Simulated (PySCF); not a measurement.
CuI, SMILES [Cu][I] (connectivity only; charge and spin as stated), charge +1, multiplicity 2.

The structure is a stationary point at PBE-D3(BJ)/def2-TZVP. The multiplicity is an assumed one; other spin states were not compared. The def2 effective core potentials stand for the cores of I; spin–orbit coupling is left out.

Level of theory: B3LYP/def2-TZVPD (PySCF).

The molecule is in vacuum.

Computed frontier levels, dipole moment:
```json
{
 "α spin, highest occupied and lowest empty level": "-13.56 and -8.68 eV",
 "β spin, highest occupied and lowest empty level": "-13.30 and -11.61 eV",
 "dipole_moment_about_the_centre_of_nuclear_charge": "3.65 D",
 "⟨S²⟩": "0.753 (pure state 0.75)"
}
```
